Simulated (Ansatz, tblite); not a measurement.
Forces on the cluster Sr₆S₅ at its PBE-D4/def2-SVP geometry. Charge 0, multiplicity 1.

In the def2 sets Sr takes a core potential; there is no spin–orbit coupling. The xTB rows come from tblite. Another isomer (triplet) lies 5.10 eV lower at PBE0-D4/def2-TZVP; other spin states weren't run for this one.

GFN1-xTB (tblite), largest force 0.82 eV/Å:

```xyz
11
positions Å, forces eV/Å
Sr    2.993   -2.347   -0.138   -0.156    0.265   -0.251
Sr    2.719   -3.334   -4.043   -0.181    0.319    0.316
Sr   -0.391   -0.781   -3.670    0.316    0.056    0.233
Sr   -2.228    2.504    3.198    0.047   -0.046   -0.072
Sr    1.859   -0.356    4.287   -0.067   -0.027   -0.209
Sr   -3.731    2.345   -1.659    0.167   -0.150    0.041
S     2.158   -1.095   -2.518   -0.461   -0.274    0.321
S    -3.644    2.992    0.950    0.624   -0.532   -0.084
S     3.097   -1.964    2.510   -0.526    0.475   -0.165
S    -0.234    1.312    4.575   -0.024   -0.201   -0.788
S    -2.598    0.724   -3.494    0.260    0.115    0.660
```

GFN2-xTB (tblite), largest force 0.45 eV/Å:

```
Sr -0.208 0.280 -0.155
Sr -0.150 0.324 0.278
Sr 0.251 0.073 0.286
Sr 0.156 -0.162 -0.211
Sr -0.099 -0.001 -0.304
Sr 0.247 -0.178 0.057
S -0.040 -0.411 -0.138
S -0.163 0.139 0.092
S 0.103 -0.102 0.028
S -0.035 0.066 0.205
S -0.063 -0.027 -0.137
```

PBE-D4/def2-TZVP (Ansatz), largest force 0.13 eV/Å:

```
Sr -0.007 0.024 0.058
Sr -0.025 0.108 0.070
Sr -0.045 0.044 0.019
Sr -0.007 0.006 0.000
Sr -0.020 0.006 -0.024
Sr 0.025 -0.022 0.011
S -0.015 -0.109 -0.029
S 0.074 -0.067 -0.030
S -0.074 0.060 -0.070
S 0.023 -0.043 -0.094
S 0.072 -0.007 0.088
```
